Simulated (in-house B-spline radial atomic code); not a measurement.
## Ionising the cobalt ion Co²⁺ with different functionals

Computed with an all-electron radial atomic-structure program (B-spline basis): four-component Dirac-Coulomb Hamiltonian, Fermi nucleus of rms radius 3.7875 fm, spin-restricted, spherical fractional occupations for the functionals. The ionisation energy is the difference of two self-consistent energies, [Ar] 3d7 → [Ar] 3d6, without Breit or QED terms; ε is the level of the shell that loses the electron (mean over j). The electron is taken from both j subshells in proportion to 2j + 1, so the result is a j average, not the step between ground levels.

Hybrids are left out here: with spherical fractional occupations of an open shell their exact exchange keeps a self-interaction that integer-occupation calculations don't have.

```csv
method,rung,ΔSCF (eV),-ε(3d) (eV)
LDA VWN5,LDA,36.20,27.40
relativistic LDA,LDA,36.21,27.41
LDA PW92,LDA,36.19,27.39
LDA exchange-only,LDA,34.54,25.83
PBE,GGA,?,?
PBEsol,GGA,?,?
BLYP,GGA,35.87,27.09
RPBE,GGA,35.76,26.95
PW91,GGA,35.98,27.16
BP86,GGA,35.94,27.15
AM05,GGA,35.85,27.04
OLYP,GGA,35.97,27.08
```

Task: What does PBEsol give?

Result: ΔSCF 35.84 eV, and -ε(3d) = 27.03 eV.

Task: What does PBE give?

Result: ΔSCF 35.87 eV, and -ε(3d) = 27.06 eV.

Task: How do they compare with the NIST value?

Result: NIST lists 33.50 eV ± 0.06 (semi-empirical, ground level to ground level). Errors run from +1.04 to +2.71 eV. The correlated functionals all miss on the same side by more than they spread, so the cause is common to them (Breit-QED terms, spin polarisation, the choice among j levels, multiplet and fine-structure energies, or a listed next ion that isn't the cheapest removal here) and closeness doesn't rank the functionals.
